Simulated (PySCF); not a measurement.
Si(H)2(Br)(OMe) (CH₅BrOSi), SMILES CO[SiH2]Br.

Geometry optimised at PBE0-D3(BJ)/def2-SVP. One conformer was computed; it need not be the lowest.

Two levels are set side by side: PBE/def2-TZVP (PySCF) and r2SCAN/def2-TZVP (PySCF). Same geometry, gas phase. Differences are taken from unrounded values.

```csv
quantity,r2SCAN,PBE,PBE minus r2SCAN
orbital gap (eV),7.13,6.38,-0.75
highest occupied level (eV),-7.38,-7.04,0.34
lowest empty level (eV),-0.25,-0.66,-0.41
dipole moment (D),1.47,1.41,-0.05
mean polarisability (bohr³),60.1,62.1,2.0
```

Rough cost on one machine, each run with all the roots and properties that it gave: r2SCAN against PBE about 3 times.
